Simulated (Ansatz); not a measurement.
Basis-set extrapolation for `O[Si]([SiH3])([SiH3])Cl` (PBE0-D4/def2-TZVP geometry, frozen core, Ansatz 0.2.0). Multiplicity 1, RHF reference.

|  | def2-TZVPP | def2-QZVPP |
| --- | --- | --- |
| HF | -1405.413896 | -1405.457275 |
| MP2 correlation | -0.801480 | -0.869800 |
| CCSD(T) correlation | -0.906776 | not run |

Energies in hartree. Use E(X) = E(∞) + A·exp(−7.88·√X) for Hartree–Fock and E(X) = E(∞) + B·X^(−2.97) for correlation, with X = 3 and 4, and add CCSD(T) minus MP2 of the smaller set to the MP2 limit.

Question: What is the CCSD(T) energy at the basis-set limit?

Answer: HF limit: -1405.457275 + (-0.043379) × 0.13774 = -1405.46325. MP2 limit: -0.869800 + (-0.068320) × 0.74074 = -0.92041. Higher-order term: -0.906776 − (-0.801480) = -0.10530. Total: -1406.48896 hartree, 441.8 kJ/mol below CCSD(T)/def2-TZVPP.
